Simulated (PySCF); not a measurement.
Simulated Cl 2p region for `ClB(Cl)B(Cl)Cl` (diboron tetrachloride), binding energy against the vacuum level.

Every computed line was given a Gaussian of 0.5 eV full width at half maximum and an area set by the number of equivalent atoms (split 2:1 within a doublet); the highest printed point is 100. Method used: delta-SCF UKS SCAN, pcX-2 on the ionised atom, pcseg-1 elsewhere, spin-free X2C (PySCF).

binding energy (eV), intensity and a bar:
```
    206.2          1 
    206.3          2 #
    206.4          7 ##
    206.5         18 #####
    206.6         39 ############
    206.7         67 ####################
    206.8         91 ###########################
    206.9        100 ##############################
    207.0         88 ##########################
    207.1         62 ##################
    207.2         35 ##########
    207.3         16 #####
    207.4          6 ##
    207.5          2 
    207.6          0 
    207.7          0 
    207.8          0 
    207.9          0 
    208.0          2 #
    208.1          6 ##
    208.2         13 ####
    208.3         26 ########
    208.4         40 ############
    208.5         49 ###############
    208.6         48 ###############
    208.7         38 ###########
    208.8         24 #######
    208.9         12 ####
    209.0          5 #
    209.1          2 
    209.2          0
```

**Question.** Count the maxima, the lines and the sites behind this envelope.

**Answer.** The curve has 2 maxima (at 206.9 and 208.5 eV). Under it lie 2 lines from 1 inequivalent chlorine site, drawn as a 2p3/2, 2p1/2 pair.

**Question.** Decompose the envelope and assign each component. Numbering: `[Cl:1][B:2]([Cl:3])[B:4]([Cl:5])[Cl:6]`.

**Answer.** 
| position (eV) | relative area | line | atoms | environment |
| --- | --- | --- | --- | --- |
| 206.89 | 2.67 | Cl 2p3/2 | Cl1/Cl3/Cl5/Cl6 | chlorine bonded to B |
| 208.54 | 1.33 | Cl 2p1/2 | Cl1/Cl3/Cl5/Cl6 | chlorine bonded to B |

**Question.** What are the centre and the root-mean-square width of the whole band?

**Answer.** The area-weighted mean of the lines is 207.44 eV. Their own spread about it is 0.78 eV (rms) and each Gaussian has σ = 0.5/2.355 = 0.21 eV; the variances add, which gives 0.81 eV.

The curve has no shake-up lines and no vibrational structure. Atoms equivalent by their bonding share one computed value, that of the first of them. Spin–orbit coupling isn't in the SCF: each 2p doublet comes from a relaxed spin-free hole plus a matrix of the shell (mean-field spin–orbit coupling and the ground-state 2p splitting), with 2p3/2 averaged over its two sublevels. 2p1/2 minus 2p3/2 (ligand field included): Cl 1.65 eV. Geometry: PBE0-D3(BJ)/def2-SVP; no solvent, vibrations or thermal averaging.

The run took 9.5 s of wall time on one thread, Arm Neoverse V2 (aarch64), on a shared host, and the process peaked at 0.40 GiB of memory.

The values belong to the conformer `[Cl:1][B:2]([Cl:3])[B:4]([Cl:5])[Cl:6]`: Cl1–B2–B4–Cl5 89°.
